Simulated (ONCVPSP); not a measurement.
## chlorine: excitation energies, all-electron against ONCV

```json
{"Element": "chlorine", "Generator": "ONCVPSP 4.0.1", "Type": "optimised norm-conserving Vanderbilt (ONCV)", "Functional": "Wu-Cohen", "Relativity": "scalar-relativistic", "Frozen core": "[Ne]", "Valence charge": "7", "Reference configuration": "3s2 3p5", "Partial waves": "3s: rc 1.05 bohr, ncon 3, nbas 8, qcut 6.7 1/bohr, 2 projectors, debl 1.7 Ha; 3p: rc 1.15 bohr, ncon 4, nbas 8, qcut 8.2 1/bohr, 3 projectors, debl 3.6 Ha; d scattering state at 0.03 Ha: rc 1.20 bohr, ncon 4, nbas 9, qcut 7.9 1/bohr, 1 projector", "Local potential": "polynomial inside 0.95 bohr (lpopt 3, dvloc0 0 Ha)", "Core correction": "Teter function, fcfact 5, rcfact 1.25"}
```

Energies are relative to the spin-unpolarised reference configuration 3s2 3p5; without spin polarisation the order of configurations can differ from experiment.

(1) Give the all-electron excitation energy and the error of the potential for: 3s2 3p4; 3s2 3p3; 3s2 3p2; 3s2 3p1.

Levels in the configuration 3s2 3p2:

| level | all-electron (eV) | pseudo (eV) |
| --- | --- | --- |
| 3s | -58.852 | -58.802 |
| 3p | -45.123 | -45.068 |

Note: ghosts flagged at negative energy: s at -201.0 eV, p at -130.8 eV; GHOST(+) flags only above 600 eV. A true bound ghost makes a file unfit for plane-wave use.

Answers

(1)

| valence configuration | charge | ΔE all-electron (eV) | error AE − PS (meV) |
| --- | --- | --- | --- |
| 3s2 3p4 | +1 | 13.852 | +0.3 |
| 3s2 3p3 | +2 | 39.283 | +8.7 |
| 3s2 3p2 | +3 | 77.588 | +41 |
| 3s2 3p1 | +4 | 129.855 | +121 |
